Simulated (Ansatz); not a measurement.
One change: `[SnH3][CH]1[O][GeH2]1` becomes `F[CH]1[O][GeH2]1`.

Ansatz, PBE0-D4/def2-TZVP geometries, multiplicity 1. 

Elements past krypton have def2 core potentials. Scalar relativity is left out up to krypton.

```tsv
property	`[SnH3][CH]1[O][GeH2]1`
LUMO energy (PBE/def2-TZVPP) / eV	-1.69
HOMO energy (PBE0/def2-TZVPP) / eV	-6.96
HOMO energy (PBE/def2-TZVPP) / eV	-5.76
size of the dipole moment (PBE/def2-TZVPP) / D	1.99
LUMO energy (B3LYP/def2-TZVPP) / eV	-1.13
HOMO–LUMO gap (PBE/def2-TZVPP) / eV	4.07
```

(1) What does the change do to each property? (Estimate.)

Answers

(1) The calculation gave: 
```tsv
property	`F[CH]1[O][GeH2]1`	shift
LUMO energy (PBE/def2-TZVPP) / eV	-1.96	-0.27
HOMO energy (PBE0/def2-TZVPP) / eV	-7.25	-0.29
HOMO energy (PBE/def2-TZVPP) / eV	-6.08	-0.32
size of the dipole moment (PBE/def2-TZVPP) / D	2.46	0.47
LUMO energy (B3LYP/def2-TZVPP) / eV	-1.44	-0.31
HOMO–LUMO gap (PBE/def2-TZVPP) / eV	4.12	0.05
```

Dipoles are sizes alone; their direction can turn.

B3LYP here is the variant with VWN-RPA as its local correlation; programs differ in this.
